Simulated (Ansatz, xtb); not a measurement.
Isomers of FH9Si4 in order of energy

4 gas-phase structures of FH9Si4, from a drawn sample of its isomers (lower ones may exist). Each was relaxed with GFN2-xTB; where two conformers were screened, the lower at r2SCAN-D4/def2-SVP is listed:

A. `F[SiH2][SiH2][SiH2][SiH3]`, a singlet
B. `F[Si@@H]([SiH3])[SiH2][SiH3]`, a singlet
C. `F[SiH2][SiH]([SiH3])[SiH3]`, a singlet
D. `F[Si]([SiH3])([SiH3])[SiH3]`, a singlet

Q: Which do you expect lowest at r2SCAN-D4/def2-SVP, and how would the others follow?

A: Calculated order at r2SCAN-D4/def2-SVP: C (0.0), A (1.7), D (3.8), B (3.9) kcal/mol. Less than 1 kcal/mol parts D and B, so the order within that pair means little.

Energies above the lowest of each column, in kcal/mol; the last columns are at B3LYP/def2-SVP geometries:

```csv
structure,GFN2-xTB,HF/STO-3G,r2SCAN-D4/def2-SVP,B3LYP/def2-SVP,CCSD(T)/def2-SVP + ΔMP2/def2-TZVPP
C,1.0,0.0,0.0,0.0,0.0
A,0.0,0.5,1.7,0.6,1.2
D,2.0,1.9,3.8,3.7,4.4
B,1.6,0.2,3.9,2.9,3.4
```

CCSD(T)/def2-SVP + ΔMP2/def2-TZVPP puts C lowest; GFN2-xTB picks A. CCSD(T)/def2-SVP + ΔMP2/def2-TZVPP orders those it was run on as C (0.0), A (1.2), B (3.4), D (4.4) kcal/mol. Flexible structures stand in one conformer each, not always the lowest. A keeps a small imaginary mode. ΔMP2 is the change of the MP2 energy from the smaller to the larger basis.

Over these structures GFN2-xTB departs from r2SCAN-D4/def2-SVP by 1.1 kcal/mol on average once a common shift is removed. A GFN2-xTB relaxation took about 0.15 s and the r2SCAN-D4/def2-SVP energy about 2.9 s on a shared host (Ansatz 0.2.0, xtb 6.7.1).
